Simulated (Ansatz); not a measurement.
C4H9O (SMILES C[CH]OCC), doublet, geometry from GFN2-xTB. Base run: B3LYP/3-21G (Ansatz, a quantum-chemistry and plane-wave program).

Here is a job for Ansatz.
Ansatz 0.2 input:
```yaml
crystal:
  periodic: [false, false, false]
  atoms:
    - {symbol: C, position_ang: [2.42925305, 0.25215257, -0.28320844]}
    - {symbol: C, position_ang: [1.19771399, -0.11159954, 0.45470576]}
    - {symbol: O, position_ang: [0.02113498, -0.00237585, -0.24192654]}
    - {symbol: C, position_ang: [-1.15676107, -0.21861340, 0.49688265]}
    - {symbol: C, position_ang: [-2.35106631, 0.00885784, -0.41613902]}
    - {symbol: H, position_ang: [2.30742479, 0.00140051, -1.33406557]}
    - {symbol: H, position_ang: [2.65549635, 1.32458697, -0.21792943]}
    - {symbol: H, position_ang: [3.28361976, -0.28815369, 0.12189991]}
    - {symbol: H, position_ang: [1.14846418, -0.02130956, 1.53031517]}
    - {symbol: H, position_ang: [-1.19215096, 0.47041816, 1.35493280]}
    - {symbol: H, position_ang: [-1.16646059, -1.24685935, 0.88998458]}
    - {symbol: H, position_ang: [-3.27395169, -0.15673431, 0.13234980]}
    - {symbol: H, position_ang: [-2.30764332, -0.67573691, -1.25872496]}
    - {symbol: H, position_ang: [-2.33871651, 1.02660997, -0.79679563]}
basis:
  gaussian:
    orbitals: 3-21G.json
hamiltonian:
  xc: b3lyp
magnetization: {spin_polarized: true, initial_magnetization: 1}
```
The basis file holds 3-21G in the JSON format of the Basis Set Exchange.

The bond that is stretched is that between atoms 11 and 4. A test that says stable can miss a lower solution.

The base run was repeated with changes; each row names its change, and settings that it needs were set with it.

```
change                                                           ΔE vs base (eV)  <S^2>       stability test says
---------------------------------------------------------------  ---------------  -----  ------------------------
base                                                                        0.00  0.753                   minimum
spin_polarized = on; lower_state_search = off                               0.00  0.753  undecided (no full test)
spin_polarized = on; lower_state_search = standard                          0.00  0.753                   minimum
bond × 1.25                                                                 0.70  0.753                   minimum
spin_polarized = on; lower_state_search = off; bond × 1.25                  0.70  0.753  undecided (no full test)
spin_polarized = on; lower_state_search = standard; bond × 1.25             0.70  0.753                   minimum
bond × 1.5                                                                  1.81  0.754                   minimum
spin_polarized = on; lower_state_search = off; bond × 1.5                   1.81  0.754  undecided (no full test)
spin_polarized = on; lower_state_search = standard; bond × 1.5              1.81  0.754                   minimum
bond × 1.8                                                                  3.00  0.808                   minimum
spin_polarized = on; lower_state_search = off; bond × 1.8                   3.00  0.808  undecided (no full test)
spin_polarized = on; lower_state_search = standard; bond × 1.8              3.00  0.808                   minimum
bond × 2.2                                                                  3.87  1.172                   minimum
spin_polarized = on; lower_state_search = off; bond × 2.2                   3.87  1.172  undecided (no full test)
spin_polarized = on; lower_state_search = standard; bond × 2.2              3.87  1.172                   minimum
bond × 3.0                                                                  4.30  1.419                   minimum
spin_polarized = on; lower_state_search = off; bond × 3.0                   4.30  1.419  undecided (no full test)
spin_polarized = on; lower_state_search = standard; bond × 3.0              4.30  1.419                   minimum
```

On stretching, the SCF can end on different states; <S^2> shows the spin contamination of each.
